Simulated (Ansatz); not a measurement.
Steps of a relaxation of C₂H₅FOSi₂, SMILES `O[SiH2]C#C[SiH2]F` with RKS PBE0-D4/def2-TZVP.

```sh
$ ansatz run in.yaml --threads 4 --pin off --events-out ev --progress --plain --max-ram 10444MiB
```

```yaml
crystal:
  periodic: [false, false, false]
  atoms:
    - {symbol: O, position_ang: [-0.710289, -3.000450, -0.363921]}
    - {symbol: Si, position_ang: [0.697052, -2.089743, -0.378404]}
    - {symbol: C, position_ang: [0.337568, -0.312559, -0.015055]}
    - {symbol: C, position_ang: [0.062971, 0.872157, 0.215467]}
    - {symbol: Si, position_ang: [-0.334112, 2.627275, 0.564528]}
    - {symbol: F, position_ang: [-1.956001, 2.835346, 0.466410]}
    - {symbol: H, position_ang: [-1.416270, -2.689703, -0.957970]}
    - {symbol: H, position_ang: [1.404960, -2.128969, -1.705503]}
    - {symbol: H, position_ang: [1.560480, -2.652213, 0.704319]}
    - {symbol: H, position_ang: [0.314671, 3.504139, -0.461980]}
    - {symbol: H, position_ang: [0.104270, 2.977719, 1.952911]}
basis:
  gaussian: {orbitals: def2-TZVP}
hamiltonian: {xc: pbe0, dispersion: d4}
relax: {f_tol: 0.005, max_steps: 150}
```

Positions (Å) and forces (eV/Å) along the path, 13 of 51 steps:

```xyz
11
step=1 energy=-22665.5531 eV
O    -0.710   -3.000   -0.364    0.373    0.839   -0.489
Si    0.697   -2.090   -0.378   -0.485   -0.393    0.052
C     0.338   -0.313   -0.015   -0.447    1.734    0.334
C     0.063    0.872    0.215    0.348   -1.740   -0.348
Si   -0.334    2.627    0.565   -0.859    0.133   -0.050
F    -1.956    2.835    0.466    1.320   -0.178    0.077
H    -1.416   -2.690   -0.958    0.499   -0.238    0.439
H     1.405   -2.129   -1.706   -0.219    0.000    0.314
H     1.560   -2.652    0.704   -0.197    0.127   -0.240
H     0.315    3.504   -0.462   -0.191   -0.203    0.242
H     0.104    2.978    1.953   -0.142   -0.079   -0.330
11
step=2 energy=-22665.6343 eV
O    -0.701   -2.973   -0.367    0.376    0.438   -0.155
Si    0.696   -2.074   -0.371   -0.436   -0.244    0.026
C     0.331   -0.307   -0.012    0.015   -0.086   -0.003
C     0.061    0.857    0.212   -0.028    0.088    0.010
Si   -0.326    2.606    0.559   -0.711    0.037   -0.050
F    -1.931    2.809    0.464    0.783   -0.103    0.043
H    -1.399   -2.660   -0.952    0.100   -0.100    0.130
H     1.382   -2.112   -1.690   -0.029   -0.003    0.077
H     1.549   -2.634    0.702   -0.033    0.036   -0.061
H     0.305    3.477   -0.461   -0.025   -0.047    0.061
H     0.099    2.955    1.935   -0.013   -0.016   -0.077
11
step=3 energy=-22665.6520 eV
O    -0.692   -2.961   -0.367    0.107    0.118   -0.043
Si    0.690   -2.069   -0.371   -0.087   -0.082    0.039
C     0.323   -0.308   -0.012    0.026   -0.079   -0.013
C     0.054    0.854    0.212   -0.010    0.074    0.013
Si   -0.329    2.598    0.558   -0.150    0.013   -0.016
F    -1.912    2.803    0.461    0.086   -0.012    0.008
H    -1.393   -2.655   -0.945   -0.064   -0.050    0.010
H     1.378   -2.109   -1.684    0.017    0.009   -0.021
H     1.546   -2.624    0.695    0.023    0.000    0.016
H     0.305    3.466   -0.455    0.030    0.008   -0.014
H     0.096    2.948    1.929    0.022    0.000    0.022
11
step=4 energy=-22665.6530 eV
O    -0.687   -2.960   -0.376    0.225    0.014    0.102
Si    0.692   -2.067   -0.372   -0.134   -0.074    0.004
C     0.322   -0.307   -0.010    0.031   -0.071   -0.010
C     0.052    0.855    0.214   -0.008    0.060    0.011
Si   -0.329    2.600    0.558   -0.139    0.012   -0.013
F    -1.911    2.808    0.460    0.077   -0.011    0.006
H    -1.403   -2.670   -0.939   -0.150    0.042   -0.103
H     1.382   -2.104   -1.684    0.026    0.013   -0.019
H     1.544   -2.626    0.695    0.022    0.004    0.015
H     0.308    3.465   -0.455    0.029    0.010   -0.014
H     0.096    2.949    1.929    0.022    0.000    0.020
11
step=13 energy=-22665.6546 eV
O    -0.664   -2.986   -0.318    0.012    0.012   -0.006
Si    0.687   -2.060   -0.392   -0.010   -0.015   -0.001
C     0.303   -0.305   -0.021    0.002   -0.002    0.000
C     0.032    0.857    0.207    0.003    0.000   -0.001
Si   -0.330    2.604    0.563   -0.049    0.018   -0.003
F    -1.890    2.865    0.339    0.061   -0.007    0.009
H    -1.417   -2.735   -0.856    0.008    0.000    0.006
H     1.315   -2.086   -1.737   -0.005    0.000    0.005
H     1.611   -2.586    0.633   -0.006    0.004   -0.004
H     0.423    3.470   -0.371   -0.010   -0.009    0.015
H    -0.006    2.906    1.975   -0.005   -0.001   -0.020
11
step=16 energy=-22665.6549 eV
O    -0.652   -2.992   -0.278    0.003    0.020   -0.013
Si    0.689   -2.058   -0.408   -0.010   -0.018   -0.002
C     0.308   -0.303   -0.031    0.000    0.000    0.001
C     0.036    0.858    0.202    0.001    0.001   -0.001
Si   -0.331    2.602    0.565   -0.059    0.036   -0.006
F    -1.871    2.883    0.247    0.081   -0.014    0.017
H    -1.429   -2.742   -0.782    0.019   -0.006    0.012
H     1.266   -2.087   -1.776   -0.006    0.001    0.009
H     1.655   -2.572    0.585   -0.006    0.003   -0.006
H     0.489    3.477   -0.303   -0.016   -0.017    0.016
H    -0.095    2.878    2.000   -0.007   -0.007   -0.028
11
step=18 energy=-22665.6552 eV
O    -0.644   -2.995   -0.249    0.008    0.017   -0.009
Si    0.690   -2.056   -0.418   -0.011   -0.019   -0.001
C     0.310   -0.302   -0.037    0.001   -0.001    0.000
C     0.038    0.859    0.198    0.002    0.001   -0.001
Si   -0.331    2.602    0.567   -0.078    0.035   -0.012
F    -1.855    2.898    0.186    0.096   -0.016    0.024
H    -1.434   -2.753   -0.734    0.014   -0.003    0.008
H     1.230   -2.087   -1.800   -0.006    0.002    0.007
H     1.684   -2.563    0.550   -0.007    0.004   -0.004
H     0.531    3.480   -0.255   -0.014   -0.015    0.013
H    -0.155    2.859    2.013   -0.006   -0.005   -0.025
11
step=25 energy=-22665.6563 eV
O    -0.602   -3.013   -0.147    0.014    0.023   -0.013
Si    0.688   -2.047   -0.454   -0.017   -0.024    0.003
C     0.308   -0.296   -0.059    0.000    0.000    0.001
C     0.037    0.863    0.185    0.002    0.002    0.000
Si   -0.332    2.601    0.572   -0.075    0.047   -0.024
F    -1.770    2.970   -0.022    0.099   -0.023    0.041
H    -1.437   -2.801   -0.567    0.016   -0.003    0.008
H     1.093   -2.087   -1.881   -0.004    0.000    0.011
H     1.780   -2.518    0.423   -0.009    0.004   -0.008
H     0.674    3.479   -0.067   -0.022   -0.020    0.012
H    -0.374    2.793    2.039   -0.003   -0.006   -0.030
11
step=36 energy=-22665.6581 eV
O    -0.512   -3.039    0.008    0.007    0.020   -0.014
Si    0.676   -2.035   -0.511   -0.013   -0.021    0.005
C     0.298   -0.288   -0.096    0.000    0.000    0.001
C     0.030    0.869    0.161    0.001    0.002    0.000
Si   -0.336    2.601    0.579   -0.049    0.043   -0.028
F    -1.561    3.105   -0.315    0.066   -0.026    0.049
H    -1.407   -2.877   -0.295    0.017   -0.002    0.005
H     0.859   -2.093   -1.983   -0.002    0.000    0.009
H     1.907   -2.445    0.197   -0.008    0.003   -0.005
H     0.841    3.445    0.274   -0.021   -0.016    0.004
H    -0.731    2.702    2.002    0.004   -0.003   -0.025
11
step=40 energy=-22665.6586 eV
O    -0.478   -3.046    0.054    0.004    0.017   -0.012
Si    0.671   -2.031   -0.529   -0.009   -0.018    0.004
C     0.293   -0.286   -0.108    0.000   -0.001    0.000
C     0.026    0.870    0.153    0.001    0.000    0.000
Si   -0.338    2.600    0.581   -0.038    0.035   -0.027
F    -1.477    3.151   -0.395    0.050   -0.023    0.044
H    -1.388   -2.898   -0.208    0.014   -0.002    0.004
H     0.782   -2.098   -2.007   -0.003    0.001    0.008
H     1.940   -2.423    0.119   -0.007    0.003   -0.002
H     0.876    3.425    0.390   -0.019   -0.012    0.003
H    -0.843    2.677    1.969    0.006   -0.001   -0.020
11
step=41 energy=-22665.6587 eV
O    -0.470   -3.047    0.064    0.004    0.015   -0.012
Si    0.670   -2.030   -0.533   -0.012   -0.014    0.005
C     0.292   -0.285   -0.111    0.000    0.001    0.001
C     0.026    0.871    0.151    0.001    0.001    0.000
Si   -0.338    2.600    0.581   -0.033    0.033   -0.024
F    -1.457    3.161   -0.411    0.045   -0.021    0.041
H    -1.383   -2.902   -0.188    0.014   -0.001    0.003
H     0.764   -2.098   -2.013    0.001   -0.001    0.008
H     1.946   -2.417    0.103   -0.007    0.001   -0.005
H     0.882    3.420    0.416   -0.018   -0.012    0.003
H    -0.868    2.672    1.961    0.006   -0.001   -0.019
11
step=48 energy=-22665.6590 eV
O    -0.419   -3.054    0.124    0.001    0.006   -0.005
Si    0.662   -2.026   -0.557   -0.005   -0.006    0.003
C     0.286   -0.282   -0.127    0.000    0.000    0.000
C     0.022    0.873    0.140    0.000    0.000    0.000
Si   -0.341    2.599    0.583   -0.010    0.012   -0.009
F    -1.330    3.222   -0.504    0.014   -0.008    0.016
H    -1.349   -2.927   -0.070    0.006   -0.001    0.001
H     0.658   -2.106   -2.039    0.001   -0.001    0.003
H     1.983   -2.388   -0.005   -0.003    0.000   -0.002
H     0.910    3.387    0.577   -0.007   -0.004    0.000
H    -1.015    2.645    1.899    0.003    0.000   -0.007
11
step=51 energy=-22665.6590 eV
O    -0.407   -3.055    0.137    0.000    0.001   -0.001
Si    0.659   -2.025   -0.563   -0.001   -0.001    0.000
C     0.284   -0.282   -0.131    0.000    0.000    0.000
C     0.021    0.873    0.138    0.000    0.000    0.000
Si   -0.342    2.599    0.583   -0.003    0.003   -0.004
F    -1.299    3.236   -0.523    0.004   -0.002    0.005
H    -1.340   -2.932   -0.042    0.001    0.000    0.000
H     0.633   -2.109   -2.044    0.000    0.000    0.000
H     1.990   -2.382   -0.031    0.000    0.000    0.000
H     0.914    3.378    0.615   -0.001   -0.001    0.000
H    -1.048    2.640    1.882    0.001    0.000   -0.001
```

It took 3.5 min on 4 threads of an Arm Neoverse V1 on a shared host, with 0.68 GiB of host memory at the peak.
